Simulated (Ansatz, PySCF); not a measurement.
Gas-phase reaction in SMILES: ClC(Cl)(Cl)Cl [tetrachloromethane] + 4 [H][H] (H2) -> C (CH4) + 4 Cl (HCl)
Geometries: B3LYP-D3(BJ)/def2-TZVP minima from Ansatz (a program for electronic structure). Frequencies are from Ansatz or PySCF.

Property: energy of full hydrogenation (0 K, with B3LYP-D3(BJ) harmonic zero-point energies), in kJ/mol. Correlated levels leave the core frozen unless marked. Spin-orbit coupling is left out. Non-relativistic. CBS(X,Y): correlation extrapolated as X^-3; Hartree-Fock from the larger set. The bracket is a focal-point correction in the basis named.

| level | program | energy of full hydrogenation (kJ/mol) |
|---|---|---|
| r2SCAN-D3(BJ)/def2-TZVPD | Ansatz + dftd3 | -328.9 |
| B97M-V/def2-TZVPD | Ansatz | -365.1 |
| B3LYP-D3(BJ)/def2-TZVPD | Ansatz + dftd3 | -342.0 |
| B3LYP-D4/def2-TZVPD | Ansatz + dftd4 | -340.9 |
| PBE0/def2-QZVPP | Ansatz | -367.8 |
| CAM-B3LYP-D3(BJ)/def2-TZVPD | Ansatz + dftd3 | -367.3 |
| B2GP-PLYP-D4/def2-TZVPD | Ansatz + dftd4 | -343.4 |

Problem. What does RI-MP2/CBS(aug-cc-pV(T+d)Z,aug-cc-pV(Q+d)Z)+[CCSD(T)-MP2]/aug-cc-pV(T+d)Z (Ansatz) give?

Solution. -346.7 kJ/mol, so B2GP-PLYP-D4/def2-TZVPD differs from it by 3.3 kJ/mol.
